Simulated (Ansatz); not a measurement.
Zn₂Cl₆. The state is a singlet with charge 0. Geometry r2SCAN-D4/def2-SVP.

Cartesian coordinates in Å:
```
Zn -0.8495 -0.1129 -1.4123
Zn 1.5021 -0.3936 0.4187
Cl -1.8227 0.8262 0.7128
Cl 0.0628 -2.0088 -0.4986
Cl -2.9219 0.4748 -1.8378
Cl 1.1152 1.0709 -1.3773
Cl 3.0710 -0.5193 1.8581
Cl -0.1570 0.6626 2.1364
```

The restricted singlet is unstable towards broken spin symmetry in Hartree–Fock (as tested in another run); at HF/STO-3G, PBE-D4/def2-SVP, BLYP-D4/def2-TZVP, r2SCAN-D4/def2-TZVP and others this wasn't settled. In the singlet, Cl3 and Cl8 lie 2.20 Å apart (atoms count from 1), so these atoms are partly bonded to each other. Another isomer (singlet) lies 0.15 eV lower at PBE0-D4/def2-TZVP; other spin states weren't run for this one.

Problem. Estimate the orbital energies around the gap (eV) in Ansatz with HF/STO-3G, PBE-D4/def2-SVP, BLYP-D4/def2-TZVP, r2SCAN-D4/def2-TZVP, PBE0-D4/def2-TZVP.

Solution. 
| orbital | HF/STO-3G | PBE-D4/def2-SVP | BLYP-D4/def2-TZVP | r2SCAN-D4/def2-TZVP | PBE0-D4/def2-TZVP |
| --- | --- | --- | --- | --- | --- |
| HOMO−9 | -12.68 | -8.78 | -8.85 | -9.40 | -10.39 |
| HOMO−8 | -12.63 | -8.48 | -8.53 | -9.12 | -10.20 |
| HOMO−7 | -12.15 | -8.40 | -8.48 | -9.09 | -10.19 |
| HOMO−6 | -11.95 | -8.12 | -8.20 | -8.82 | -10.04 |
| HOMO−5 | -10.63 | -8.05 | -8.18 | -8.71 | -9.75 |
| HOMO−4 | -10.59 | -8.03 | -8.10 | -8.69 | -9.68 |
| HOMO−3 | -10.13 | -7.90 | -7.96 | -8.49 | -9.37 |
| HOMO−2 | -9.82 | -7.66 | -7.78 | -8.33 | -9.32 |
| HOMO−1 | -5.81 | -6.97 | -7.23 | -7.74 | -8.72 |
| HOMO | -5.42 | -6.87 | -7.15 | -7.66 | -8.67 |
| LUMO | -0.71 | -5.71 | -5.69 | -6.01 | -5.28 |
| LUMO+1 | 4.24 | -2.42 | -2.71 | -2.47 | -1.82 |
| LUMO+2 | 5.61 | -1.60 | -1.97 | -1.75 | -1.05 |
| LUMO+3 | 6.36 | 0.03 | -0.56 | -0.40 | 0.10 |
| LUMO+4 | 6.77 | 0.86 | -0.21 | 0.10 | 0.44 |
| LUMO+5 | 7.19 | 1.40 | 0.02 | 0.28 | 0.70 |
